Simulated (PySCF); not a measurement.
H$_{2}$S$_{2}$, charge -1, doublet, at the geometry of the source list (a state made from the parent by changing its charge; the spin is typed, not shown lowest) (in this run its highest filled SCF level lies above zero, so its values depend strongly on the basis, on diffuse functions most of all). Base run: HF/6-31G** in PySCF.

PySCF was given this input:
```python
from pyscf import gto, scf

mol = gto.M(
    atom='''
S    -0.90190000    0.44390000    0.48700000
S     0.90020000    0.45720000   -0.47780000
H    -1.53060000   -0.45050000   -0.29230000
H     1.53240000   -0.45060000    0.28310000
''',
    basis='6-31g**',
    charge=-1,
    spin=1,
    verbose=4,
)

mf = scf.UHF(mol)
mf.kernel()
mf.analyze()
```

The base run was repeated with changes; each row names its change, and settings that it needs were set with it.

```json
[
 {"change": "base", "ΔE vs base (mEh)": "0.000", "fitting functions": "-"},
 {"change": "auxbasis = def2-svp-ri", "ΔE vs base (mEh)": "583.8", "fitting functions": "152"},
 {"change": "auxbasis = def2-tzvp-ri", "ΔE vs base (mEh)": "-3.582", "fitting functions": "256"},
 {"change": "auxbasis = default (with mf = mf.density_fit())", "ΔE vs base (mEh)": "0.237", "fitting functions": "270"},
 {"change": "auxbasis = even-tempered beta=1.6", "ΔE vs base (mEh)": "0.108", "fitting functions": "604"},
 {"change": "auxbasis = even-tempered beta=3.0", "ΔE vs base (mEh)": "0.316", "fitting functions": "276"},
 {"change": "auxbasis = cc-pvdz-jkfit", "ΔE vs base (mEh)": "0.237", "fitting functions": "270"},
 {"change": "auxbasis = cc-pvtz-jkfit", "ΔE vs base (mEh)": "0.051", "fitting functions": "302"},
 {"change": "auxbasis = cc-pvtz-ri", "ΔE vs base (mEh)": "4.324", "fitting functions": "304"},
 {"change": "auxbasis = even-tempered beta=2.0", "ΔE vs base (mEh)": "0.148", "fitting functions": "396"}
]
```

A fitting set is made for a task (jfit for Coulomb, jkfit for Coulomb and exchange, ri for correlation) and for a family of orbital bases.

Open shells are given as the SCF converged; they aren't shown to be the lowest states, and a large step between rows can be another state.
